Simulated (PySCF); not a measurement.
Cl₂Sr, singlet, at a GFN2-xTB geometry (such geometries of metal compounds can be far from the true shape) (core potentials on Sr). Base run: B3LYP/def2-SVP run with PySCF.

The PySCF input:
```python
from pyscf import gto, scf, dft

mol = gto.Mole()
mol.atom = '''
    Sr    0.29122395   -0.61094818    0.12088586
    Cl    1.08031446    1.07365832   -1.54654975
    Cl   -1.73128564    0.29199055    1.27633429
'''
mol.basis = 'def2-svp'
mol.ecp = {'Sr': 'def2-svp'}
mol.verbose = 3
mol.build()

mf = dft.RKS(mol)
mf.xc = 'b3lyp'
mf.kernel()
```

Each row names what was changed in the base input (with any setting that the change needs).

```tsv
change	E (Eh)	HOMO (eV)	HOMO-LUMO gap (eV)	dipole (D)
base	-951.02573	-7.27	4.88	8.13
functional = m06	-950.92230	-7.39	5.01	8.34
functional = pbe0; dispersion = d3bj	-950.67939	-7.59	5.46	8.33
functional = o3lyp	?	?	?	8.13
functional = pbe; dispersion = d4	-950.60625	-6.28	3.61	7.79
functional = camb3lyp	-950.98126	-8.86	7.26	8.41
functional = mn12l	-950.64742	-6.69	3.66	8.81
functional = b3lyp; dispersion = d3bjm	?	-7.27	4.88	8.13
functional = tpssh	-951.01619	-6.90	4.59	8.28
functional = m06l	?	?	?	?
functional = blyp; dispersion = d3zero	-950.93956	-6.07	3.39	7.67
functional = blyp	?	-6.07	3.39	7.67
functional = lda,vwn	-947.91058	-6.41	3.69	7.60
```

Task: What belongs in the gaps?

Result: 
- functional = o3lyp, E (Eh): -951.00839
- functional = o3lyp, HOMO (eV): -6.85
- functional = o3lyp, HOMO-LUMO gap (eV): 4.14
- functional = b3lyp; dispersion = d3bjm, E (Eh): -951.03539
- functional = m06l, E (Eh): -951.00455
- functional = m06l, HOMO (eV): -6.39
- functional = m06l, HOMO-LUMO gap (eV): 4.48
- functional = m06l, dipole (D): 8.65
- functional = blyp, E (Eh): -950.93867

Total energies compare only within one method and basis.
